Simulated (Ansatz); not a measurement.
A search over several starts for the lowest SCF solution of ReSe2 at the given spin, in a small basis.

```yaml
crystal:
  periodic: [false, false, false]
  atoms:
    - {symbol: Re, position_ang: [-0.561836, 0.098192, -0.460775]}
    - {symbol: Se, position_ang: [-0.091292, -1.940966, 0.281092]}
    - {symbol: Se, position_ang: [0.653128, 1.842774, 0.179683]}
basis:
  gaussian: {orbitals: def2-SVP, initial_orbitals: start.molden}
magnetization: {spin_polarized: true, initial_magnetization: 1}
hamiltonian: {xc: pbe0, dispersion: d4}
output: {orbitals: {seedname: orbitals}}
```

The file start.molden holds the orbitals of an earlier run on this structure, at another level or in another basis.

```sh
$ ansatz run in.yaml --threads 4 --pin off --events-out ev --progress --plain --max-ram 3916MiB
```

Shortened log:

```
Functional definition: PBE0
931 factors; integrals over basis functions are off by at most 5.2e-4 eV
mean field evaluation 1: about -132782.3739 eV, gradient 2.8e2 eV
mean field evaluation 2: about -132787.6936 eV, gradient 1.5e1 eV
mean field evaluation 4: about -132796.8275 eV, gradient 5.5e0 eV
mean field evaluation 8: about -132797.8182 eV, gradient 6.4e-1 eV
mean field evaluation 16: about -132797.8466 eV, gradient 3.6e-5 eV
mean field evaluation 32: about -132797.5767 eV, gradient 7.8e-1 eV
mean field evaluation 64: about -132797.8001 eV, gradient 3.1e-1 eV
mean field -132797.84655063 eV, -4880.2308471221 hartree, gradient 8.3e-6 eV, S^2 1.572742; 10 other end points of the search recorded, 0 dependent functions left out
reference -132797.84657578 eV, -4880.2308480464 hartree; 42, 41 occupied and 54, 55 virtual orbitals, 931 factors
Total energy: -132797.95366976 eV, -4880.2347836776 hartree
```

It took 13 s on 4 threads of Arm Neoverse V2 on a shared host.

Other converged states that the search met: 0.06 eV higher (⟨S²⟩ = 1.48).

In the def2 sets Re takes a core potential; there is no spin–orbit coupling. The charge 0 doublet is spin-contaminated (final ⟨S²⟩ up to 1.57, 0.75 for a pure state). The geometry of the doublet was relaxed on an unsound state (⟨S²⟩ 1.57, where a pure state has 0.75). At PBE0-D4/def2-TZVP a quartet of charge 0 lies 0.51 eV below the doublet, each at its own geometry. The structure comes from a short search, and lower isomers may exist.
